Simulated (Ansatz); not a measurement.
InH₂F was relaxed with PBE0-D4 (def2-TZVP) in Ansatz in these states: charge +1 doublet, neutral singlet. The geometries follow in no particular order.

In the def2 sets In takes a core potential; there is no spin–orbit coupling.

A:

```
atom    x (Å)    y (Å)    z (Å)
 In1  -0.0457  -0.0950   0.5167
  H2   1.2812   0.4763   1.3127
  H3   0.3930   0.4345  -1.6800
  F4  -1.6285  -0.8158  -0.1494
```

B:

```xyz
4

In   -0.0765    0.1620   -0.0720
H     1.1517    1.2639   -0.4910
H    -1.7755    0.0575   -0.0964
F     0.7003   -1.4834    0.6595
```

Question: Judge from the bond lengths which geometry belongs to which state (an estimate).

Answer: A is the charge +1 doublet (In1–H3 2.302 Å, In1–F4 1.862 Å, In1–H2 1.649 Å); B is the neutral singlet (In1–H3 1.702 Å, In1–F4 1.961 Å, In1–H2 1.702 Å).
